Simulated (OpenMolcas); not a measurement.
## S+: CASPT2 settings compared

```json
{
 "Program": "OpenMolcas 26.06",
 "Basis": "ANO-RCC-VDZ [4s3p]",
 "Scalar Hamiltonian": "DKH2, point nucleus",
 "Active space": "3 electrons in 3 orbitals (3p)",
 "State averaging": "2S+1 = 4 odd, 1 root; 2S+1 = 2 odd, 8 roots kept (CI in the orbitals of an earlier block)",
 "Spin-orbit coupling": "RASSI with atomic mean-field integrals over the reference wave functions, term energies averaged over their components"
}
```

Methods on the same reference wave functions:
A. CASSCF
B. SS-CASPT2, IPEA 0.3 Eh, no level shift (closed shells correlated: 2s 2p 3s)
C. SS-CASPT2, IPEA 0.2 Eh, real shift 0.2 Eh (closed shells correlated: 3s)
D. XMS-CASPT2, IPEA 0.15 Eh, imaginary shift 0.5 Eh (closed shells correlated: 3s)

Energies in cm-1 above 3s2 3p3 4S* 3/2, the measured ground level; measured values from NIST Handbook of Basic Atomic Spectroscopic Data.

| Level | A | B | C | D | Measured |
| --- | --- | --- | --- | --- | --- |
| 3s2 3p3 4S* 3/2 | 0.0 | 0.0 | 0.0 | 0.0 | 0.0 |
| 3s2 3p3 2D* 3/2 | 19334 | 19080 | 19110 | 18940 | 14853 |
| 3s2 3p3 2D* 5/2 | 19353 | 19100 | 19130 | 18970 | 14885 |
| 3s2 3p3 2P* 1/2 | 32251 | 27740 | 27740 | 27660 | 24525 |
| 3s2 3p3 2P* 3/2 | 32275 | 27780 | 27780 | 27690 | 24572 |

Deviations, from unrounded energies. A percentage is the sum of absolute deviations over the sum of measured energies, with the sign that they share, or ± where signs differ.

```csv
Against measurement,Levels,A,B,C,D
mean absolute deviation (cm-1),4,6100,3700,3700,3600
other terms of the ground configuration (%),4,+30.9,+18.9,+18.9,+18.3
```

B, C, D lie about equally close to measurement and A furthest from it. The largest miss of D in the table is 3s2 3p3 2D* 3/2, by +4100 cm-1. The ranking rests on the paired levels alone, and a cruder setting can come out closer through cancelling errors.

Among B to D the level of the table that moves most is 3s2 3p3 2D* 5/2, by 170 cm-1 (lowest in D, highest in C). Moves below CASPT2's spread within the term are not significant.

The mean deviations of B to D differ by less than CASPT2's widest spread within a term (300 cm-1), so their order carries little weight.

From A to B the spin-free energies of the other terms of 3s2 3p3 shown, above 4S*, scale by factors of 0.86 to 0.99.

The lowest spin-free term lies below A's lowest term by 0.010 hartree in B, 0.007 hartree in C, 0.007 hartree in D.

CASPT2 breaks the degeneracy within a term, and the mean is taken; among the terms shown or strongly mixed into the levels shown the widest spread is 300 cm-1 (3s2 3p3 2D*, D). Terms from blocks run as CI alone lack orbitals of their own. With the s shell closed, the reference lacks s² → p² mixing. Without dynamic correlation excited terms often stand tens of per cent too high (terms of higher spin than the ground term too low), and those without a measured partner can miss by more than the paired ones (holds for A). Some terms miss by over 15 % even with CASPT2, which points to a basis or an active space too small for the shells correlated (holds for B; C; D). Measured partners are found by configuration, term and J. A level has none where our copy of the source lacks it or the pairing is in doubt (some pairs that miss far off the trend of their configuration count as doubtful), and it then counts in no deviation. Only configurations of the active space appear.

* marks odd parity.
